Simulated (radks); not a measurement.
Question: Species: V XIV. Configuration: [Ne]. Method: scalar-relativistic Kohn-Sham, LDA (Slater exchange, Perdew-Wang correlation), spin-polarised, spherical densities, finite nucleus; Fermi nuclear charge, rms radius 3.6002 fm; computed with a radial shooting solver on a logarithmic mesh with Libxc functionals. Some entries of the table are withheld. Estimate them.

| orbital | occ. | eigenvalue (hartree) | <r> (bohr) |
|---|---|---|---|
| 1s | 2 | (1) | (2) |
| 2s | 2 | (3) | (4) |
| 2p | 6 | -31.54167 | (5) |

Answer: 
(1) 1s eigenvalue (hartree): -210.5093
(2) 1s <r> (bohr): 0.06652
(3) 2s eigenvalue (hartree): -35.01824
(4) 2s <r> (bohr): 0.3040
(5) 2p <r> (bohr): 0.2685
